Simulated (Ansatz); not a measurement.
Two spin states of NiH, each at its own minimum; 2S+1 = 2, 4 were tried, and the measured ground state has 2. No spin–orbit coupling. Ni is treated without relativity.

| level | energy of the multiplicity-4 state above the multiplicity-2 state (eV) |
|---|---|
| PBE/def2-TZVPP | 1.840 |
| PBE0/def2-TZVPP | 1.415 |
| wB97X-V/def2-TZVPP | 1.634 |
| CCSD/def2-TZVPP | 1.035 |
| CCSD(T)/def2-TZVPP | 1.239 |

The rows run from 1.035 (CCSD/def2-TZVPP) to 1.840 eV (PBE/def2-TZVPP). The 3 functionals in def2-TZVPP without D3 or D4 span 0.425, from PBE0 to PBE.

Each state is the lowest solution found for its spin in def2 and cc sets.

Correlated levels freeze the inner cores; with def2 sets outer-core shells near the valence are correlated too.

Programs: Ansatz (a quantum-chemistry and plane-wave program).
